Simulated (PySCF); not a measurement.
The dipole of `FC(F)CS[SiH2][SiH2][SiH3]` from its density and from atomic charges.

Coordinates (GFN2-xTB, Å) and charges (e) from the PBE0/pcSseg-1 density (PySCF):

```tsv
atom	x	y	z	Mulliken	IAO	Hirshfeld	ESP-fitted
F1	-2.993	0.862	2.210	-0.2942	-0.2985	-0.1048	-0.2201
C2	-3.310	0.727	0.904	+0.5381	+0.4563	+0.1461	+0.4522
F3	-4.584	0.256	0.878	-0.3056	-0.3062	-0.1101	-0.2557
C4	-2.379	-0.245	0.206	-0.3914	-0.3718	-0.0893	-0.3106
S5	-0.825	0.599	-0.206	-0.2997	-0.1944	-0.1042	-0.3468
Si6	0.315	-1.089	-0.959	+0.3492	+0.3993	+0.2251	+0.2827
Si7	2.465	-0.290	-1.248	-0.0529	+0.1438	+0.1580	+0.1882
Si8	3.409	0.752	0.604	+0.2313	+0.3180	+0.2290	+0.1941
H9	-3.309	1.726	0.445	+0.1074	+0.1454	+0.0450	+0.0931
H10	-2.174	-1.093	0.860	+0.1760	+0.1664	+0.0476	+0.1900
H11	-2.855	-0.589	-0.713	+0.1771	+0.1673	+0.0490	+0.1680
H12	-0.498	-1.577	-2.079	-0.0330	-0.0994	-0.0727	-0.0610
H13	0.132	-2.102	0.086	-0.0419	-0.1061	-0.0765	-0.0741
H14	3.237	-1.469	-1.675	-0.0152	-0.0787	-0.0722	-0.0778
H15	2.482	0.583	-2.432	-0.0068	-0.0725	-0.0672	-0.0599
H16	3.191	-0.045	1.814	-0.0501	-0.0920	-0.0691	-0.0645
H17	2.831	2.076	0.830	-0.0401	-0.0865	-0.0662	-0.0407
H18	4.858	0.922	0.462	-0.0482	-0.0902	-0.0675	-0.0571
```

**Question.** What dipole does each set of charges give (1 e·Å = 4.803 D), and what does the density give?

**Answer.** The full density gives (1.86, -1.09, -1.74) D, 2.77 D in size; dipole vectors point from the negative to the positive end.

```tsv
scheme	μx	μy	μz	size (D)	share of the full size (%)	angle to the full dipole (°)
Mulliken	3.08	-1.41	-2.63	4.28	155	5
IAO	3.36	-0.49	-2.92	4.48	162	17
Hirshfeld	1.79	-0.14	-1.08	2.09	75	22
ESP-fitted	1.90	-1.07	-1.82	2.84	103	1
```

**Question.** Which set comes closest?

**Answer.** Length of the difference vector: ESP-fitted 0.09 D, Hirshfeld 1.16 D, Mulliken 1.54 D, IAO 2.00 D. Closest: ESP-fitted. 

**Question.** What is left for the Hirshfeld atoms' own dipoles?

**Answer.** The Hirshfeld atoms' densities add up to the full density, so μ = Σ q r + Σ (atomic dipoles). The atomic dipoles sum to (1.86, -1.09, -1.74) − (1.79, -0.14, -1.08) = (0.07, -0.95, -0.66) D, 1.16 D in size.

**Question.** With the origin at the mean of the coordinates, (0.000, 0.000, -0.001) Å, which are the largest single terms, by size, of the ESP-fitted dipole along the direction of the full one?

**Answer.** C2 -6.69, F3 +4.59, F1 +3.95, C4 +2.44, Si7 +2.31 D; all 18 atoms together +2.84 D. The single terms depend on the origin, their sum doesn't.

**Question.** Give the size of the full dipole in other units.

**Answer.** 2.77 D = 1.089 au = 0.576 e·Å = 9.23 × 10⁻³⁰ C·m.

Isolated species at its GFN2-xTB geometry (one conformer only).

Shape of the structure used: `[F:1][CH:2]([F:3])[CH2:4][S:5][SiH2:6][SiH2:7][SiH3:8]`: F1–C2–C4–S5 -80°, C2–C4–S5–Si6 174°, C4–S5–Si6–Si7 -172°, S5–Si6–Si7–Si8 53°.
